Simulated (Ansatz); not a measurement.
`[CH3][SbH][C](C)=O` and `CC(=O)[O][GeH3]` differ in one atom or group.

Ansatz, PBE0-D4/def2-TZVP geometries, multiplicity 1. Each molecule was computed in one conformer, which needn't be the lowest.

Elements past krypton have def2 core potentials. Scalar relativity is left out up to krypton.

| property | `[CH3][SbH][C](C)=O` |
| --- | --- |
| HOMO–LUMO gap (PBE/def2-TZVPP) / eV | 3.25 |
| HOMO energy (ωB97M-V/def2-TZVPP) / eV | -8.47 |
| HOMO energy (PBE0/def2-TZVPP) / eV | -6.39 |
| LUMO energy (PBE/def2-TZVPP) / eV | -1.98 |
| size of the dipole moment (PBE/def2-TZVPP) / D | 1.51 |
| size of the dipole moment (B3LYP/def2-TZVPP) / D | 1.71 |

Task: What does the change do to each property? (An estimate is asked.)

Result: Computed: 
| property | `CC(=O)[O][GeH3]` | shift |
| --- | --- | --- |
| HOMO–LUMO gap (PBE/def2-TZVPP) / eV | 5.48 | 2.23 |
| HOMO energy (ωB97M-V/def2-TZVPP) / eV | -10.45 | -1.98 |
| HOMO energy (PBE0/def2-TZVPP) / eV | -8.02 | -1.63 |
| LUMO energy (PBE/def2-TZVPP) / eV | -0.88 | 1.10 |
| size of the dipole moment (PBE/def2-TZVPP) / D | 1.46 | -0.05 |
| size of the dipole moment (B3LYP/def2-TZVPP) / D | 1.51 | -0.20 |

With PBE0 the HOMO falls by 1.63 eV and the LUMO rises by 1.06 eV, so the gap widens by about 2.69 eV. PBE moves the HOMO by -1.12 eV and ωB97M-V by -1.98 eV. Dipoles are sizes alone; their direction can turn.

B3LYP here is the variant with VWN-RPA as its local correlation; programs differ in this.
